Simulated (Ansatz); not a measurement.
`[OH][Ge]([F])([F])[F]` + H• → `[O][Ge]([F])([F])[F]`• + H₂  (hydrogen abstraction from the O–H bond)

Computed with Ansatz on PBE0-D4/def2-TZVP structures; ΔE is electronic, products minus reactants. CBS: MP2 limit from def2 TZ/QZ plus the TZ coupled-cluster correction, frozen cores. This one scheme is used for every species, atoms too. Functionals use def2-TZVPP. HSE06 is defined as in plane-wave codes. No spin–orbit coupling; open shells (•) take unrestricted orbitals. For Ge outer-core shells are correlated without core-valence functions, so the limit isn't a true one: a few kJ/mol of doubt a bond, and 10 to 20 or more in all where bonds break to atoms. Scalar relativity is left out up to krypton. Each species was taken in one conformer, which may not be the lowest.

CCSD(T)/CBS gives +22.4 kcal/mol.

**Question.** Another level gave +21.1 kcal/mol. Which?
A. CAM-B3LYP-D4/def2-TZVPP
B. r2SCAN0/def2-TZVPP
C. HSE06/def2-TZVPP
D. BLYP-D4/def2-TZVPP

**Answer.** C. HSE06 21.1, CAM-B3LYP-D4 18.8, BLYP-D4 15.6, r2SCAN0 17.3 kcal/mol.

Largest T1 diagnostic among the species: 0.013.

At CCSD(T), def2-SVP lies −2.2 kcal/mol from the extrapolated value and def2-TZVPP −2.0 kcal/mol. In def2-TZVPP, CCSD(T) changes the Hartree–Fock value by +10.0 kcal/mol (the triples alone add +1.5 kcal/mol) and MP2 by +19.4 kcal/mol.
